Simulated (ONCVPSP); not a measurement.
# Before and after: ONCV potential for S

ONCVPSP 4.0.1 input, shortened (lines: element, Z, core and valence counts, functional; n l f; lmax; l rc ep ncon nbas qcut; lloc lpopt rc5 dvloc0; l nproj debl; icmod fcfact rcfact), PBE, non-relativistic:

```
  S 16.00    3    2        4      upf
    1    0    2.00
    2    0    2.00
    2    1    6.00
    3    0    2.00
    3    1    4.00
    2
    0    1.25    0.00    5    9    5.80
    1    1.45    0.00    4    8    6.70
    2    1.55    0.45    4    7    5.30
    0    5    1.25    0.00
    0    0    0.70
    1    2    3.80
    2    2    1.10
    1    0.50    0.00
```

Change: s: qcut 4.1; p: qcut 4.8; d: qcut 3.8.

Cutoffs: the cutoffs (Ha) at which the residual kinetic energy of the hardest occupied pseudo-wave falls to 1 and 0.1 mHa per electron; they do not see the model core or the augmentation charge, which bear on the density cutoff. Errors are all-electron minus pseudo energies relative to the spin-unpolarised reference configuration.

Question: What does the change do?

Answer: The potential gets softer (45 Ha and 136 Ha → 27 Ha and 124 Ha); the errors of the 4 common tests hardly move; neither file shows a bound ghost.

```tsv
quantity	base	changed
cutoff, loose	45 Ha	27 Ha
cutoff, tight	136 Ha	124 Ha
loose cutoff by channel	s 45 Ha, p 10 Ha	s 27 Ha, p 6.0 Ha
bound ghosts	none	none
GHOST(+) flags under 300 eV	none	none
error for 3s2 3p3, meV [ΔE 11.78 eV]	+2.5	+2.4
error for 3s2 3p2, meV [ΔE 34.08 eV]	+19	+19
error for 3s2 3p1, meV [ΔE 68.13 eV]	+74	+71
error for 3s2 3p3.5, meV [ΔE 4.67 eV]	+0.4	+0.4
s: phases at 1.27 bohr within 0.05 rad from the reference energy up to (Ha; the scan ends near 5)	3.6	3.1
p: phases at 1.47 bohr within 0.05 rad from the reference energy up to (Ha; the scan ends near 5)	to the end of the scan	to the end of the scan
d: phases at 1.57 bohr within 0.05 rad from the reference energy up to (Ha; the scan ends near 5)	to the end of the scan	4.8
rms error of d²Exc/dni dnj with the model core, mHa	0.37	0.30
```

Changed file: The cutoffs count occupied waves only; projector 2 of the d channel, the hardest unoccupied one, needs 83 Ha at the loose tolerance.
